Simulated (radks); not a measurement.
Values are calculated unless marked as measured or tabulated.
Mg, configuration [Ne] 3s2. Code: a radial shooting solver on a logarithmic mesh with Libxc functionals. Model: non-relativistic Kohn-Sham, LDA (Slater exchange, Perdew-Wang correlation), spin-polarised, spherical densities, point nucleus; hard spherical wall at 8 bohr.

Unscreened Slater integrals over Kohn-Sham orbitals (cm^-1). They are taken over the spin-up orbitals. Empty in this configuration: 3p.

integral,value
"F0(3s,3s)",64977
"F0(3s,2p)",86808
"G1(3s,2p)",4800.3
"F0(3s,2s)",86647
"G0(3s,2s)",3724.0
"F0(3s,1s)",92334
"G0(3s,1s)",1580.2
"F0(3s,3p)",57740
"G1(3s,3p)",37158
"F0(2p,2p)",294270
"F2(2p,2p)",132600
"F0(2p,2s)",287580
"G1(2p,2s)",172290
"F0(2p,1s)",421920
"G1(2p,1s)",52478
"F0(2p,3p)",70473
"F2(2p,3p)",7845.7
"G0(2p,3p)",3145.4
"G2(2p,3p)",2858.4
"F0(2s,2s)",284110
"F0(2s,1s)",404000
"G0(2s,1s)",30883
"F0(2s,3p)",70262
"G1(2s,3p)",2508.2
"F0(1s,1s)",1572000
"F0(1s,3p)",74308
"G1(1s,3p)",1754.3
"F0(3p,3p)",52911
"F2(3p,3p)",27860
